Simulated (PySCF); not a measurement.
# NMR problem set

A single conformation, non-relativistic, in vacuum, averaged over atoms made equivalent by symmetry, fast rotation or ring inversion. GFN2-xTB geometry; GIAO PBE0/pcSseg-1 shieldings; PySCF 2.14.

δ = σ(ref) − σ, references computed at the same level: 1H (31.72 ppm), 13C (186.93 ppm) against TMS. Splittings of carbon signals by F and P are missing where no couplings were computed. Where no couplings were computed, multiplicities follow the n + 1 count of equivalent neighbours, and m marks all less simple cases (inequivalent or close neighbours, rings, F or P nearby). Acid and N–H amide carbonyl carbons lie up to 10 ppm further downfield in solution (hydrogen bonding). Shifts are as computed. Against solution values, carbons near 30 ppm lie about +3 ppm off and those near 130 ppm about +5 ppm; carbons on Cl a further +6 ppm. Of 1211 compounds with measured shifts, 218 miss one by over three times the rms of a fit or turn the order of signals round; such compounds aren't used in these exercises. Carbons bonded to Cl come out too deshielded. OH and NH positions are gas-phase values without hydrogen bonding to other molecules.

**Question.** C$_{4}$H$_{3}$Cl$_{2}$FO$_{2}$. 1H NMR (400 MHz, computed): δ 7.24 (m, 1H), 6.45 (br s, 1H), 6.21 (m, 1H). 13C{1H} NMR (computed): δ 169.5, 154.3, 133.6, 125.1. Identify the compound.

**Answer.** `O=C(O)/C=C/C(F)(Cl)Cl`. Rings plus π bonds: 2 (no ring in the answer). 4 carbon signals for 4 carbons: no two carbons are equivalent. Carbon types of the structure: 2 × C, 2 × CH, leaving 1 H on heteroatoms. δC 169.5: carboxylic acid carbon; lone-pair donation from the attached heteroatom keeps it upfield of a ketone carbonyl. δC 154.3: β carbon of a C=C–C=O unit; conjugation with the carbonyl draws π density from the β position. δC 133.6: allylic fully substituted sp3 carbon bonded to 2 Cl and F; 3 electronegative neighbours deshield it. δC 125.1: α carbon of a C=C–C=O unit; an sp2 carbon of a C=C bond.

The shifts were computed for this structure.

**Question.** C$_{8}$H$_{11}$Cl. 1H NMR (600 MHz, computed): δ 5.97 (s, 1H), 5.79 (t, 1H), 2.95 (s, 2H), 2.26 (m, 2H), 2.22 (m, 2H), 1.85 (s, 3H). 13C{1H} NMR (computed): δ 148.1 (C), 140.7 (C), 128.6 (CH), 121.8 (CH), 36.7 (CH2), 34.6 (CH2), 32.7 (CH2), 26.6 (CH3). Identify the compound.

**Answer.** `CC1=CCC/C(=C/Cl)C1`. The formula gives 3 degrees of unsaturation (1 ring in the answer). 8 carbon signals for 8 carbons: no two carbons are equivalent. Carbon types of the structure: 2 × C, 2 × CH, 3 × CH2, 1 × CH3, which accounts for all hydrogens. δC 148.1, 140.7: fully substituted alkene carbon; an sp2 carbon of a C=C bond. δC 128.6, 121.8: alkene CH; an sp2 carbon of a C=C bond. δC 36.7, 34.6, 32.7: allylic sp3 CH2; aliphatic region, no heteroatom directly attached. δH 1.85: hydrogen on an allylic methyl carbon; allylic position.

This is the structure that produced the data.

**Question.** C$_{4}$H$_{2}$F$_{2}$O$_{3}$. 1H NMR (400 MHz, computed): δ 7.56 (m, 1H), 6.87 (m, 1H). 13C{1H} NMR (computed): δ 155.7 (C), 148.7 (C), 138.8 (CH), 114.3 (CH). What is it?

**Answer.** `O=c1occ(C(F)F)o1`. The formula gives 3 degrees of unsaturation (1 ring in the answer). 4 carbon signals for 4 carbons: no two carbons are equivalent. Carbon types of the structure: 2 × C, 2 × CH, which accounts for all hydrogens. δC 155.7: ring carbonyl carbon. δC 148.7: unsaturated ring carbon. δC 138.8: unsaturated ring CH. δC 114.3: sp3 CH bonded to 2 F, on an unsaturated ring; 2 electronegative neighbours deshield it.

The shifts were computed for this structure.

**Question.** C$_{8}$H$_{13}$P. 1H NMR (400 MHz, computed): δ 6.51 (m, 2H), 6.22 (m, 2H), 3.01 (m, 2H), 1.59 (m, 1H), 1.20 (m, 6H). 13C{1H} NMR (computed): δ 136.9 (CH), 133.0 (CH), 33.6 (CH2), 31.9 (CH), 21.7 (CH3). What is it?

**Answer.** SMILES CC(C)P1C=CCC=C1. 5 carbon signals for 8 carbons: some carbons are equivalent by symmetry or fast rotation. Carbon types of the structure: 5 × CH, 1 × CH2, 2 × CH3, which accounts for all hydrogens. δC 136.9, 133.0: alkene CH; the olefinic region. δC 33.6: allylic sp3 CH2; aliphatic region, no heteroatom directly attached. δC 21.7: methyl carbon; saturated and bonded to C and H only. δH 3.01: hydrogen on an allylic sp3 CH2; allylic position.

The data come from this structure; uniqueness wasn't tested.
